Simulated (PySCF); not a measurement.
Run record: excited-state job, `BCC(C)=C(C)C`.

Computed with TDDFT CAM-B3LYP/def2-SVPD, vertical, gas phase, core orbitals frozen in the response (PySCF 2.14.0, density-fitted response routines). Geometry: GFN2-xTB. A driver script takes a list of jobs; this job's settings line and coordinates (Å) are shown.

Command:
```bash
OMP_NUM_THREADS=1 python probes_run.py task.json out
```

Input:
```
{"job": {"kind": "uv", "xc": "CAM-B3LYP", "basis": "def2-SVPD", "nstates": 8, "ntriplets": 3}, "charge": 0, "multiplicity": 1}
B      1.385776    -0.182068     1.656625
C      1.844932    -0.115029     0.164499
C      0.453587     0.393933    -0.143362
C      0.292322     1.889307    -0.194237
C     -0.606060    -0.404845    -0.363488
C     -0.571441    -1.902387    -0.368446
C     -1.954114     0.180690    -0.683391
H      1.431089     0.776765     2.327840
H      0.967798    -1.177891     2.106364
H      2.588010     0.626563    -0.113201
H      2.069491    -1.046048    -0.346552
H      0.022708     2.208729    -1.202136
H     -0.495458     2.224810     0.479729
H      1.215094     2.388294     0.085903
H     -1.290216    -2.288410     0.354187
H     -0.864674    -2.272552    -1.352352
H      0.406536    -2.298775    -0.122501
H     -2.670590    -0.603009    -0.915056
H     -1.895152     0.857951    -1.535495
H     -2.334787     0.754650     0.162034
```

What does the run print?

```
coarse grid: 15664 points
cycle   1  E = -260.8409472096  dE =  7.859e-01  |g| = 3.326e-01  |ddm| = 1.137e+01
cycle   2  E = -260.8607775967  dE = -1.983e-02  |g| = 2.366e-01  |ddm| = 1.635e+00
cycle   3  E = -260.8748923035  dE = -1.411e-02  |g| = 4.188e-02  |ddm| = 7.240e-01
cycle   4  E = -260.8752280961  dE = -3.358e-04  |g| = 2.659e-02  |ddm| = 1.667e-01
cycle   5  E = -260.8753987321  dE = -1.706e-04  |g| = 3.828e-03  |ddm| = 6.721e-02
cycle   6  E = -260.8754032578  dE = -4.526e-06  |g| = 1.062e-03  |ddm| = 1.472e-02
final grid: 148296 points
cycle   7  E = -260.9320664422  dE = -5.472e-05  |g| = 4.442e-03  |ddm| = 2.166e-01
cycle   8  E = -260.9320677928  dE = -1.351e-06  |g| = 3.955e-03  |ddm| = 3.253e-02
cycle   9  E = -260.9320719340  dE = -4.141e-06  |g| = 2.933e-04  |ddm| = 1.148e-02
cycle  10  E = -260.9320719495  dE = -1.548e-08  |g| = 2.353e-04  |ddm| = 1.946e-03
cycle  11  E = -260.9320719632  dE = -1.373e-08  |g| = 3.545e-05  |ddm| = 7.148e-04
cycle  12  E = -260.9320719636  dE = -3.529e-10  |g| = 1.805e-05  |ddm| = 1.480e-04
converged SCF energy = -260.9320719636

Static polarisability (au): isotropic 89.024, principal 72.404 87.067 107.602

Singlet excitations
state   eV       nm        f      main configurations
  1   5.2437    236.4   0.25420   H->L 0.93
  2   6.4018    193.7   0.01833   H->L+1 0.53, H-1->L 0.35
  3   6.4691    191.7   0.00325   H-2->L 0.43, H->L+1 0.27, H-1->L 0.23
  4   6.7323    184.2   0.06009   H-2->L 0.48, H-1->L 0.33, H->L+1 0.12
  5   7.0780    175.2   0.10153   H->L+2 0.56, H->L+3 0.18, H->L+5 0.12
  6   7.2878    170.1   0.00788   H->L+3 0.76, H->L+2 0.20
  7   7.4490    166.4   0.01459   H->L+4 0.83
  8   7.5861    163.4   0.05411   H->L+5 0.60, H->L+2 0.15

Triplet excitations (Tamm-Dancoff, eV): 3.4999 5.6322 5.8984
```

The SCF starts on a coarse grid where the log names one; the energy can jump when the final grid takes over, and dE then counts from the start density on the new grid. H and L stand for HOMO and LUMO; the number after each pair is its weight.

Give S1 in cm⁻¹ and kJ/mol.

5.2437 eV × 8065.54 = 42293 cm⁻¹; × 96.485 = 505.9 kJ/mol.

Main results: HOMO -7.89 eV, LUMO 0.23 eV; lowest singlet 5.24 eV; lowest triplet 3.50 eV (Tamm–Dancoff); mean polarisability 89.0 au.

Estimate the wall time. Hardware: an AMD EPYC 9R45 with one thread (shared host). And the peak memory of the process?

About 47 s (density and orbital grids were written too), with 1.2 GiB resident at the peak, the Python interpreter and its libraries included.

One conformer stands for the species.
Labels such as C1 count atoms from 1, the log's own numbers from 0.
